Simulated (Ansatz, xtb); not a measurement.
## Relative energy of two isomers of CH5AlSe2

We compare X, `C[Se][AlH][SeH]`, a singlet, with Y, `[CH3][Al]([SeH])[SeH]`, a singlet. Both are isolated molecules in the gas phase, relaxed with PBE0-D3(BJ)/def2-SVP, each in the lowest conformer that the search found.

Quicker runs give these differences E(Y) − E(X): GFN2-xTB +2.8 kcal/mol; HF/STO-3G −16.1 kcal/mol (at GFN2-xTB geometries); r2SCAN-D4/def2-SVP −17.7 kcal/mol (at GFN2-xTB geometries).

Estimate which is lower in electronic energy at CCSD(T)/def2-SVP + ΔMP2/def2-TZVPP, and by roughly how much.

The CCSD(T)/def2-SVP + ΔMP2/def2-TZVPP calculation puts structure Y lower, by 13.3 kcal/mol.

How the difference moves with the method:

```json
{"level": "GFN2-xTB", "geometry": "GFN2-xTB", "E(Y) − E(X) (kcal/mol)": "+2.8", "departure from the last row (kcal/mol)": "+16.1", "job, with rough time for the two": "optimisation, 0.57 s"}
{"level": "HF/STO-3G", "geometry": "GFN2-xTB", "E(Y) − E(X) (kcal/mol)": "−16.1", "departure from the last row (kcal/mol)": "−2.8", "job, with rough time for the two": "single point, 1.4 s"}
{"level": "r2SCAN-D4/def2-SVP", "geometry": "GFN2-xTB", "E(Y) − E(X) (kcal/mol)": "−17.7", "departure from the last row (kcal/mol)": "−4.4", "job, with rough time for the two": "single point, 5.2 s"}
{"level": "PBE0-D3(BJ)/def2-SVP", "geometry": "PBE0-D3(BJ)/def2-SVP", "E(Y) − E(X) (kcal/mol)": "−14.1", "departure from the last row (kcal/mol)": "−0.7", "job, with rough time for the two": "optimisation, 2.2 min"}
{"level": "HF/def2-SVP", "geometry": "PBE0-D3(BJ)/def2-SVP", "E(Y) − E(X) (kcal/mol)": "−14.3", "departure from the last row (kcal/mol)": "−1.0", "job, with rough time for the two": "part of the CCSD(T) run"}
{"level": "MP2/def2-SVP", "geometry": "PBE0-D3(BJ)/def2-SVP", "E(Y) − E(X) (kcal/mol)": "−14.5", "departure from the last row (kcal/mol)": "−1.1", "job, with rough time for the two": "part of the CCSD(T) run"}
{"level": "CCSD(T)/def2-SVP", "geometry": "PBE0-D3(BJ)/def2-SVP", "E(Y) − E(X) (kcal/mol)": "−14.1", "departure from the last row (kcal/mol)": "−0.8", "job, with rough time for the two": "single point"}
{"level": "CCSD(T)/def2-SVP + ΔMP2/def2-TZVPP", "geometry": "PBE0-D3(BJ)/def2-SVP", "E(Y) − E(X) (kcal/mol)": "−13.3", "departure from the last row (kcal/mol)": "", "job, with rough time for the two": "single point, 41 s"}
```

As drawn, Y has 1 C–Al, 1 Se–H in place of 1 C–Se, 1 Al–H.

GFN2-xTB puts the two in the other order. The largest departure from CCSD(T)/def2-SVP + ΔMP2/def2-TZVPP is that of GFN2-xTB, 16.1 kcal/mol. The last row adds to CCSD(T) the change of the MP2 difference between the two basis sets, here +0.8 kcal/mol.

With harmonic frequencies from PBE0-D3(BJ)/def2-SVP (ideal gas, rigid rotor, one conformer each, 298.15 K, 1 atm): on the last row, ΔE + ΔZPE = −14.2 kcal/mol. A mode under 50 cm⁻¹ makes harmonic enthalpies and free energies unreliable, so none is given.

The correlated steps freeze 24 core orbitals; the filled d shell of Se is correlated, in a basis made for valence electrons. Programs: Ansatz 0.2.0, xtb 6.7.1; the last row on 2 threads of Intel(R) Xeon(R) Platinum 8488C (Sapphire Rapids) on a shared host.
